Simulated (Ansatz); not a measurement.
Born–Oppenheimer molecular dynamics of CH₄Cl₂Ge (8 atoms, charge 0, multiplicity 1). It starts from a relaxed structure.

Level of theory: Ansatz, RKS B3LYP-D4/def2-SVP.

```json
{
 "ensemble": "NVE (velocity Verlet)",
 "time step": "0.5 fs",
 "steps asked": "500",
 "starting velocities drawn for": "300 K",
 "seed": "407586"
}
```

First frame:

```xyz
8
Properties=species:S:1:pos:R:3
Ge -0.029 0.031 0.021
C 0.002 -0.009 1.965
H -1.024 -0.105 2.350
H 0.599 -0.871 2.297
H 0.456 0.918 2.348
Cl 2.019 0.133 -0.701
H -0.807 1.186 -0.629
Cl -0.898 -1.829 -0.695
```

(1) How far do the bonds stretch over the last three quarters of this one trajectory? (Pairs bonded in most of those frames.)

## Answers

(1) 
| bond | mean (Å) | spread (Å) | shortest | longest |
| --- | --- | --- | --- | --- |
| Ge1–C2 | 1.948 | 0.011 | 1.93 | 1.97 |
| Ge1–Cl6 | 2.186 | 0.057 | 2.10 | 2.27 |
| Ge1–H7 | 1.537 | 0.006 | 1.53 | 1.55 |
| Ge1–Cl8 | 2.179 | 0.047 | 2.11 | 2.25 |
| C2–H3 | 1.101 | 0.017 | 1.06 | 1.14 |
| C2–H4 | 1.100 | 0.008 | 1.08 | 1.12 |
| C2–H5 | 1.102 | 0.028 | 1.06 | 1.15 |

Mean temperature of the second half: 150 K. The conserved energy stayed within 0.12 meV per atom of its start (net change 0.097 meV per atom), so the integration is sound. Over the second half the temperature averaged 0.50 of the 300 K drawn at the start: a run that starts near a minimum puts about half its kinetic energy into the potential. A run of 0.25 ps of so small a system gives no equilibrium averages.

The run took 19 min on 4 threads of Intel(R) Xeon(R) Platinum 8259CL CPU @ 2.50GHz (Skylake/Cascade Lake), with other jobs on the host, peak memory 0.3 GiB.
